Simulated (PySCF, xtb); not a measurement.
Ge(H)(F)2(Et) (C₂H₆F₂Ge), SMILES [CH2](C)[GeH]([F])[F].

GFN2-xTB in xtb 6.7.1 at its own geometry gives an orbital gap of 6.73 eV and a dipole moment of 4.43 D.

Geometry: ωB97X-D3(BJ)/def2-SVP. One conformer was computed; it need not be the lowest.

Q: What does PySCF with PBE/def2-TZVP give? (An estimate is asked for; the answer gives what the named calculation found.)

A: gap 7.13 eV (levels -7.55 and -0.41 eV), dipole 3.04 D.
